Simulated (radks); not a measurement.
Task: The mean radii <r> (bohr) of the occupied orbitals of an atom or ion are listed with their occupations. Calculated with a radial shooting solver on a logarithmic mesh with Libxc functionals: scalar-relativistic Kohn-Sham, BLYP, spin-polarised, spherical densities, finite nucleus; Fermi nuclear charge, rms radius of each element as measured or else 0.836 A^(1/3) + 0.57 fm.

orbital  occ.      <r>
1s          2  0.02842
2s          2   0.1226
2p          6   0.1071
3s          2   0.3306
3p          6   0.3288
3d         10   0.3054
4s          2   0.7891
4p          6   0.8485
4d         10    1.004

Name the element and its charge. Open shells, if any, are filled with parallel spins first.

Result: Z = 51, antimony, charge +5: Sb5+ in [Kr] 4d10. The 1s radius gives Z: for a bare nucleus <r> = (2 gamma + 1)/(2Z) with gamma = sqrt(1 - (Z/c)^2), 0.028 bohr for Z = 51, and screening makes it slightly larger (0.02842 here). The occupations add up to 46, and the charge is Z minus that.
